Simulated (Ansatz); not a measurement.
Ansatz (a quantum-chemistry and plane-wave program) input:
A basis named .json is the Basis Set Exchange file of that set.

Ansatz 0.2 input:
```yaml
crystal:
  periodic: [false, false, false]
  atoms:
    - {symbol: Sb, position_ang: [0.06926109, -0.44654854, 0.01206463]}
    - {symbol: I, position_ang: [-2.80034917, -1.40392318, 0.00871893]}
    - {symbol: I, position_ang: [-0.36021384, 2.32241440, -0.06274586]}
    - {symbol: I, position_ang: [3.09391554, -0.48879357, 0.04241756]}
basis:
  gaussian:
    orbitals: def2-TZVPP
    fitting: {mean_field: def2-universal-jkfit, correlation: def2-TZVPP-RIFIT.json}
total_charge: -1
magnetization: {spin_polarized: true, initial_magnetization: 1}
correlation: {method: mp2, electrons: outside_noble_gas}
```

Task: Which total energy does the run end on?

Result: -1129.96942 Eh (RI-MP2/def2-TZVPP). The basis has 200 functions.
